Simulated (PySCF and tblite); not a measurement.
Values are calculated unless marked as measured or tabulated.
C5H4OS, numbered as in [O:1]=[CH:2][c:3]1[cH:4][cH:5][cH:6][s:7]1. Search: ETKDG and KDG, MMFF94s, GFN2-xTB, 90 starts; geometries at PBE0-D3(BJ)/def2-SVP. Free energies are PBE0-D3(BJ)/def2-TZVP single points with GFN2-xTB rigid-rotor and vibrational terms (modes under about 100 cm⁻¹ blended into free rotors). Symmetry numbers and mirror images are counted. Conformers within 4 kcal/mol (GFN2-xTB free energy) were kept, 5 at most. GIAO shieldings: PBE0/pcSseg-1. Shifts are against TMS (¹H), TMS (¹³C) at the same level. Run with PySCF (density fitting) and tblite.

Torsions listed: O1–C2–C3–S7.

| conformer | shape | point group | mirror pair | ΔE(DFT) | Δ(G−E) at 298.15 K | δ H4 (ppm) |
| --- | --- | --- | --- | --- | --- | --- |
| 1 | 0° | Cs | no | 0.00 | 0.00 | 7.52 |
| 2 | 179° | Cs | no | 1.06 | 0.02 | 8.18 |

Energies in kcal/mol; the thermal term leaves out symmetry numbers and mirror images.

**Question.** Work out the weights at 298.15 K and the ¹H shift of H4 under fast exchange.

**Answer.** RT = 0.592 kcal/mol. Each conformer gets RT ln(σ/g), with σ the rotational symmetry number and g = 2 for a mirror pair: 1: σ = 1, g = 1, G = 0.00 + 0.00 + 0.00 = 0.00, 0.00 above the lowest, exp(−ΔG/RT) = 1.000; 2: σ = 1, g = 1, G = 1.06 + 0.02 + 0.00 = 1.08, 1.08 above the lowest, exp(−ΔG/RT) = 0.161. The sum is 1.161, so the weights are 86.1, 13.9 %. The averaged shift is 7.61 ppm. At 298.15 K the leading conformer alone gives 7.52 ppm and bare DFT energies give 7.61 ppm.
